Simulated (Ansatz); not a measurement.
Consider the ligand exchange at a Ge–I bond: `[Cl][Ge]([Cl])([Cl])[I]` + NH₃ → `[NH2][Ge]([Cl])([Cl])[Cl]` + HI.

Computed with Ansatz on PBE0-D4/def2-TZVP structures; ΔE is electronic, products minus reactants. CCSD(T)/CBS adds triple-zeta CCSD(T) − MP2 to the extrapolated MP2 energy (def2 sets, frozen cores). This one scheme is used for every species. Functionals use def2-TZVPP. def2 core potentials past Kr. For Ge, I outer-core shells are correlated without core-valence functions, which leaves a few kJ/mol of doubt a bond. Scalar relativity is left out up to krypton. One conformer a species, not always the lowest.

`[Cl][Ge]([Cl])([Cl])[I]`:

Cartesian coordinates in Å:
```
Cl 0.456 -1.880 0.919
Ge 0.008 -0.034 -0.032
Cl 1.656 0.503 -1.261
Cl -1.690 -0.317 -1.277
I -0.431 1.728 1.652
```

NH₃:

Cartesian coordinates in Å:
```
N 0.013 -0.278 -0.044
H 0.239 -0.037 0.914
H 0.660 0.226 -0.638
H -0.912 0.089 -0.232
```

`[NH2][Ge]([Cl])([Cl])[Cl]`:

Z-matrix (Å, degrees):
```
Ge
Cl 1 2.123
Cl 1 2.123 2 110.8
N 1 1.803 2 108.1 3 118.3
Cl 1 2.140 2 107.2 3 -116.6
H 4 1.011 1 114.1 2 55.8
H 4 1.011 1 114.1 2 -176.5
```

HI:

Z-matrix (Å, degrees):
```
I
H 1 1.610
```

| species | PBE0-D4 energy (Eh) |
| --- | --- |
| `[Cl][Ge]([Cl])([Cl])[I]` | -3754.84108 |
| NH₃ | -56.51608 |
| `[NH2][Ge]([Cl])([Cl])[Cl]` | -3513.01578 |
| HI | -298.31847 |

(1) Work out ΔE.

Largest T1 diagnostic among the species: 0.009.

## Answers

(1) ΔE = (-3513.01578) + (-298.31847) − (-3754.84108) − (-56.51608) = 0.02291 Eh = +60.2 kJ/mol. CCSD(T)/CBS gives +56.8 kJ/mol.

At CCSD(T), def2-SVP lies −17.3 kJ/mol from the extrapolated value and def2-TZVPP −10.2 kJ/mol. Leaving LDA and LC-ωPBE aside and taking each functional with its dispersion term where it has one, the values, not all of them listed here, spread over 13.1 kJ/mol, from CAM-B3LYP-D4 to PBE-D4. LDA lies −8.1 kJ/mol from PBE without D4. From BLYP to BHLYP (50 % exact exchange), in def2-TZVPP and without D4, ΔE moves by −5.2 kJ/mol.
